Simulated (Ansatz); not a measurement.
**Reading a saddle point**

A first-order saddle point of Si2H5F3, closed shell, PBE0-D4/def2-TZVP, with one imaginary mode of 1046i cm⁻¹:

Si1  (-0.259, -1.179, -0.038)
F2  (1.575, -1.056, -0.594)
F3  (-1.743, -0.717, 0.405)
F4  (0.190, -1.992, 1.243)
H5  (-0.552, -1.932, -1.260)
H6  (1.052, -0.035, -0.348)
Si7  (-0.009, 1.391, 0.102)
H8  (-0.417, 1.561, 1.513)
H9  (1.230, 2.172, -0.168)
H10  (-1.066, 1.786, -0.856)
(Å)

Program: Ansatz 0.2.0. Basis: def2-TZVPP and def2-QZVPP. Cores are frozen in the correlated methods. Extrapolation: Hartree–Fock as exp(−7.88 √X), correlation as X^−2.97.

Task: Which contacts change along the imaginary mode, and what lies on either side? (A judgement: the text doesn't fix the answer.)

Result: The calculation gives: The step is SiHF₃ ([F][SiH]([F])[F]) + SiH₄ → Si₂H₄F₂ ([F][SiH]([F])[SiH3]) + HF, with the molecules in contact on both sides. Shortening one way: Si1–Si7, F2–H6; lengthening the same way: Si1–F2, H6–Si7.
```
   pair  one side (Å)  saddle (Å)  other side (Å)
Si1–Si7          4.16        2.59            2.34
  F2–H6          3.15        1.17            0.93
 Si1–F2          1.57        1.92            3.56
 H6–Si7          1.49        1.83            3.35
```

Task: Which side is lower, and how far does the saddle lie above each? (Judge from chemistry; the value comes from the calculation.)

Result: By the calculation: The side with Si1–F2, H6–Si7 short is lower by 37.46 kcal/mol; the saddle lies 75.41 kcal/mol above it and 37.95 kcal/mol above the other (CCSD(T) at an estimated basis limit (MP2 extrapolated from triple and quadruple zeta, plus CCSD(T) − MP2 in triple zeta); electronic energies).

No T1 diagnostic of these runs exceeds 0.014.

Labels in which every atom is bracketed show which atoms are joined, not bond orders.

For scale, one of the runs: CCSD(T)/def2-TZVPP, 247 basis functions, launched by `ansatz run in.yaml --threads 8 --pin off --events-out ev --progress --plain --max-ram 19148MiB`. Time: 45 s of wall clock on 8 CPU threads of an Intel Xeon Platinum 8259CL; the host was shared. Peak host memory: 5.2 GiB.
